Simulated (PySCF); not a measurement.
Species: C₄H₆NOS (charge +1).
SMILES: `SC[n+]1ccoc1`

The closed-shell SCF was solved with PySCF and density fitting under several settings on one GFN2-xTB geometry (grid level 2 and gas phase unless stated).

| settings | basis functions | SCF cycles | E (Eh) | HOMO (eV) | LUMO (eV) |
| --- | --- | --- | --- | --- | --- |
| PBE0/pcSseg-1 | 156 | 14 | -683.4044 | -11.69 | -6.49 |
| PBE0/def2-SVPD | 198 | 14 | -683.1461 | -11.68 | -6.51 |
| BP86/aug-cc-pVDZ, IEF-PCM chloroform | 219 | 14 | -684.0731 | -7.31 | -3.87 |
| KT3/cc-pVDZ | 132 | 15 | -691.1176 | -10.40 | -7.31 |

Q: Estimate the row for these settings: HCTH407/def2-SVPD, grid level 1, fitting basis def2-universal-jkfit.

A: 
| settings | basis functions | SCF cycles | E (Eh) | HOMO (eV) | LUMO (eV) |
| --- | --- | --- | --- | --- | --- |
| HCTH407/def2-SVPD, grid level 1, fitting basis def2-universal-jkfit | 198 | 12 | -683.6205 | -10.62 | -7.67 |

Q: Over all rows, what range does the HOMO–LUMO gap span?

A: From 2.95 eV (HCTH407/def2-SVPD, grid level 1, fitting basis def2-universal-jkfit) to 5.20 eV (PBE0/pcSseg-1). The functional of the narrowest has no exact exchange, that of the widest 25 % exact exchange.

Q: Compare two rows with the functional PBE0: PBE0/pcSseg-1 and PBE0/def2-SVPD. Which energy is lower, and by how much?

A: PBE0/pcSseg-1 (156 functions) lies 0.2583 Eh or 162 kcal/mol below PBE0/def2-SVPD (198 functions). The smaller set gives the lower energy; the two sets aren't nested, so the variational bound doesn't order them by size.

Cycle counts include a coarse-grid stage where the run had one. KT3 was designed for NMR shieldings or shifts; total energies of different functionals aren't comparable. The species at its GFN2-xTB geometry (one conformer only).

The values belong to the conformer `[SH:1][CH2:2][n+:3]1[cH:4][cH:5][o:6][cH:7]1`: S1–C2–N3–C4 -93°, H–S1–C2–N3 87°.
